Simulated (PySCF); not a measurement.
SMILES BCC, singlet (CAM-B3LYP/def2-SVP optimised geometry):

```
10

B      0.761    -0.635     0.000
H      1.970    -0.635     0.000
H      0.189    -1.701     0.004
C     -0.006     0.719     0.000
C     -1.532     0.691    -0.018
H      0.396     1.309    -0.848
H      0.374     1.282     0.877
H     -1.931     0.149     0.853
H     -1.910     0.178    -0.916
H     -1.970     1.701    -0.007
```

Level of theory: PySCF with CAM-B3LYP/def2-TZVP.

Task: What are the frontier orbital energies and the dipole moment?

Result: HOMO-2 -11.19 eV, HOMO-1 -10.45 eV, HOMO -10.24 eV, LUMO -0.19 eV, LUMO+1 1.88 eV; dipole moment 0.67 D.

On the same geometry PBE/def2-TZVP run with PySCF 2.14.0 gives HOMO-2 -8.35 eV, HOMO-1 -7.57 eV, HOMO -7.40 eV, LUMO -2.30 eV, LUMO+1 0.44 eV; dipole moment 0.78 D.

Meta-Löwdin charges at CAM-B3LYP/def2-TZVP: B1 0.05, H2 0.00, H3 0.00, C4 -0.30, C5 -0.32, H6 0.13, H7 0.13, H8 0.11, H9 0.11, H10 0.10.
